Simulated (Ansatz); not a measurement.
**Ligand exchange: LiCl + GaH2(SH) → LiSH + GaH2Cl**

Species: LiCl, singlet; GaH2(SH), singlet; LiSH `[Li][SH]`, singlet; GaH2Cl `[Cl][GaH2]`, singlet. The partners trade Cl for SH: Li–Cl and Ga–SH bonds give way to Li–SH and Ga–Cl.

Shapes, held fixed at every level: PBE0-D4/def2-TZVP. Programs: Ansatz 0.2.0. The zero-point and thermal change to 298 K, harmonic and unscaled (PBE0-D4/def2-TZVP), is -3.1 kJ/mol.

(1) Estimate ΔH(298 K) of this reaction.

Results:

(1) The highest level, CCSD(T)/def2-TZVPP, gives ΔH(298 K) = +54.4 kJ/mol; the levels span +51.3 to +57.4. The column of differences is taken from that level and isn't an error. No measured value is set beside it here. Relativity is left out for Ga unless named. Correlated rows may include outer-core shells of Ga, Li, which these sets cover unevenly.

| level | kind | ΔH(298 K) (kJ/mol) | less CCSD(T)/def2-TZVPP |
| --- | --- | --- | --- |
| HF/def2-SVP | Hartree–Fock | +52.0 | -2.4 |
| HF/def2-TZVPP | Hartree–Fock | +51.3 | -3.1 |
| PBE-D4/def2-TZVPP | GGA | +57.0 | +2.6 |
| B3LYP-D4/def2-TZVPP | global hybrid | +57.4 | +3.0 |
| BHLYP-D4/def2-TZVPP | global hybrid | +57.0 | +2.6 |
| wB97X-V/def2-TZVPP | range-separated hybrid | +55.1 | +0.7 |
| MP2/def2-TZVPP | perturbation theory | +55.5 | +1.1 |
| CCSD(T)/def2-TZVPP | coupled cluster or CI | +54.4 | 0.0 |
